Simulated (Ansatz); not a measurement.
Ansatz (a quantum-chemistry and plane-wave program) input (BLYP/6-31G* with LANL2DZ past Ar): The .json file joins the Basis Set Exchange's 6-31G* for atoms up to Ar and LANL2DZ past it.

Ansatz 0.2 input:
```yaml
crystal:
  periodic: [false, false, false]
  atoms:
    - {symbol: F, position_ang: [-0.00000000, -0.00000000, -1.31682833]}
    - {symbol: Ge, position_ang: [0.00000000, 0.00000000, 0.37035797]}
basis:
  gaussian:
    orbitals: 6-31Gs+LANL2DZ.json
hamiltonian:
  xc: {name: BLYP}
total_charge: 1
output: {forces: true}
```

**Question.** What final total energy does it give?

**Answer.** -103.30315 Eh.
